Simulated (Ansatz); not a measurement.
ZnI, SMILES [Zn][I] (connectivity only; charge and spin as stated), neutral, multiplicity 2.

Coordinates come from a B3LYP-D3(BJ)/def2-TZVP optimisation. The spin state was assumed, not searched. The def2 effective core potentials stand for the cores of I; spin–orbit coupling is left out.

Two levels are set side by side: PBE/def2-TZVPD (Ansatz, a first-principles code) and ωB97X-V/def2-TZVPD (Ansatz). Energy differences of separate SCF runs at the same geometry; the states with an electron removed or added have multiplicity 1 and 1. Differences are taken from unrounded values.

| quantity | ωB97X-V |
|---|---|
| vertical ionisation energy (eV) | 8.42 |
| vertical electron affinity (eV) | 1.94 |

Problem. What does PBE give, and how far is it from ωB97X-V? (An estimate is asked for; the answer gives what the named calculation found.)

Solution. 
```csv
quantity,PBE,PBE minus ωB97X-V
vertical ionisation energy (eV),8.41,-0.01
vertical electron affinity (eV),1.98,0.04
```
